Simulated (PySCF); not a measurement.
An unknown gives this computed stick spectrum. Method used: PySCF 2.14.0, density-fitted response routines, TDDFT B3LYP/def2-SVPD, vertical, gas phase, core orbitals frozen in the response. Geometries: GFN2-xTB, one conformer each.

```tsv
state	E (eV)	f
S1	5.15	0.012
S2	5.49	0.070
S3	5.85	0.091
S4	5.92	0.0092
S5	6.09	0.0046
S6	6.17	0.0000
S7	6.32	0.275
S8	6.59	0.0028
```

Triplets computed (Tamm–Dancoff): 3.37, 4.03, 4.83 eV.

Question: Which structure fits?
A. `N#Cc1cocp1`
B. `P(/N(CC)C)=C\C`
C. `N#CC1=PC=CO1`

Answer: A. Its S1, at 5.15 eV, is the highest among the candidates; the nearest of the others has S1 at 4.68 eV. S1 is HOMO→LUMO+1 (48%), HOMO-1→LUMO (31%), HOMO→LUMO (14%). Löwdin shares by element: HOMO carbon 52% or more, phosphorus 24%, oxygen 8% (atoms not listed hold the other 16%); LUMO carbon 39% or more, phosphorus 39%, oxygen 14%. At the same level the other candidates give, for their lowest levels:
- `N#Cc1occp1`: 4.68 eV (f 0.229); 5.33 eV (f 0.012); 5.38 eV (f 0.026); 5.70 eV (f 0.001); 5.86 eV (f 0.000); T1 2.80 eV; HOMO -7.34, LUMO -2.56 eV
- `C/C=P/N(C)CC`: 4.47 eV (f 0.187); 5.06 eV (f 0.007); 5.23 eV (f 0.029); 5.70 eV (f 0.029); 5.97 eV (f 0.004); T1 2.67 eV; HOMO -5.51, LUMO -0.80 eV
